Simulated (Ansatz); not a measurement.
Dissociation curve of Mg(F)2, F2Mg, SMILES [F][Mg][F]. The Mg1–F3 bond (Mg1 also carries F; F3 carries nothing else) is pulled apart rigidly from the PBE0/def2-TZVP optimised geometry.

RKS-PBE = restricted PBE/cc-pVDZ (Ansatz, a first-principles code); UKS-PBE = unrestricted PBE/cc-pVDZ (Ansatz); RKS-PBE0 = restricted PBE0/cc-pVDZ (Ansatz); UCCSD(T) = CCSD(T) on UHF/cc-pVDZ, frozen core (Ansatz).

Energies relative to the lowest point of each curve near equilibrium, in kcal/mol; the last columns give the difference from UCCSD(T):

```csv
R / Å,RKS-PBE,UKS-PBE,RKS-PBE0,UCCSD(T),RKS-PBE − UCCSD(T),UKS-PBE − UCCSD(T),RKS-PBE0 − UCCSD(T)
1.44,47.0,47.0,44.6,47.3,-0.3,-0.3,-2.7
1.52,22.7,22.7,20.9,22.6,0.1,0.1,-1.7
1.62,6.6,6.6,5.6,6.3,0.3,0.3,-0.8
1.69,1.5,1.5,1.1,1.4,0.2,0.2,-0.3
1.75,0.0,0.0,0.0,0.0,0.0,0.0,0.0
1.81,0.4,0.4,0.8,0.6,-0.2,-0.2,0.2
1.87,2.2,2.2,3.0,2.6,-0.5,-0.5,0.4
1.95,6.1,6.1,7.6,7.0,-0.9,-0.9,0.6
2.12,18.2,18.2,20.7,20.1,-1.9,-1.9,0.6
2.31,33.8,33.8,37.6,37.3,-3.5,-3.5,0.3
2.55,53.2,53.2,58.5,59.0,-5.8,-5.8,-0.5
2.89,76.9,76.9,84.4,87.7,-10.8,-10.8,-3.3
3.19,93.2,93.0,102.6,106.0,-12.7,-13.0,-3.3
3.64,110.6,107.5,122.7,121.2,-10.6,-13.8,1.5
4.31,125.6,117.4,141.0,125.6,0.0,-8.2,15.3
5.06,134.0,122.2,152.1,126.2,7.9,-4.0,25.9
```

RKS-PBE is furthest from UCCSD(T) at 3.19 (-12.7 kcal/mol, below); its mean absolute difference over the points is 3.5 kcal/mol.

UKS-PBE is furthest from UCCSD(T) at 3.64 (-13.8 kcal/mol, below); its mean absolute difference over the points is 4.0 kcal/mol.

RKS-PBE0 is furthest from UCCSD(T) at 5.06 (25.9 kcal/mol, above); its mean absolute difference over the points is 3.6 kcal/mol.

The restricted form behind RKS-PBE, RKS-PBE0 keeps the bonding electrons paired and can't separate into open-shell fragments. The unrestricted determinant behind UKS-PBE is spin-contaminated at 3.19 to 5.06 Å (<S²> up to 0.7, against 0.00 for a pure singlet). The unrestricted determinant behind UCCSD(T) is spin-contaminated at 2.89 to 5.06 Å (<S²> up to 1.0, against 0.00 for a pure singlet).
